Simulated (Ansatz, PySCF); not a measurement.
Si(OSiH3)(F)2(Me) (CH6F2OSi2), SMILES C[Si](F)(F)O[SiH3].

Geometry: ωB97X-D3(BJ)/def2-SVP. Other conformers were not sampled.

Vertical ionisation energy (IE) and electron affinity (EA) in eV. Rows of orbital energies are one-electron estimates. Where ΔSCF, EOM or ADC give a negative EA the extra electron is unbound and the value depends on the basis.

```
level                                                                        IE     EA
------------------------------------------------------------------------  -----  -----
−ε(HOMO), −ε(LUMO), CAM-B3LYP/def2-TZVP (PySCF)                           10.71  -0.91
−ε(HOMO), −ε(LUMO), PBE/def2-TZVP (PySCF)                                  7.78   0.91
ΔSCF, CAM-B3LYP/def2-SVPD (Ansatz), final states of multiplicity 2 and 2  11.70  -1.25
ΔSCF, PBE/def2-SVPD (Ansatz), final states of multiplicity 2 and 2        10.79  -0.88
```

What vertical singlet–triplet gap does ΔSCF give with CAM-B3LYP/def2-SVPD (Ansatz, a program for electronic structure) and with PBE/def2-SVPD (Ansatz)? (The exact figures need the calculation; the answer reports its results.)

7.61 and 6.71 eV (triplet above singlet where positive).
